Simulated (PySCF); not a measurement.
# How methods differ on the excitation energy of Sc

Sc [Ar] 3d1 4s2 (2D) → Sc [Ar] 4s2 4p1 (2P), as a difference of total energies. All numbers are calculated (PySCF 2.14, scalar relativity by spin-free X2C-1e, in x2c-TZVPPall (6s5p4d2f1g, 64 functions)). Correlated levels: valence: [Ar] frozen; valence and next inner shell: [Ne] frozen. The calculations carry no spin-orbit coupling.

```tsv
method	excitation energy (eV)	error (eV)
UHF	2.881	+0.562
LDA	3.791	+1.472
PBE	3.725	+1.406
TPSS	3.719	+1.400
PW91	3.795	+1.476
B97-3	3.564	+1.245
MP2 (valence)	2.837	+0.518
SCS-MP2 (valence)	2.811	+0.492
MP2 (valence and next inner shell)	2.756	+0.437
SCS-MP2 (valence and next inner shell)	2.751	+0.432
```

Reference: 2.319 eV (measured; NIST levels, between the centres of gravity of the two terms).

Errors of the correlated levels include the incompleteness of this basis and the frozen core.

The basis was made for the ground configuration and has no added diffuse functions, so the excitation energy can come out too high.
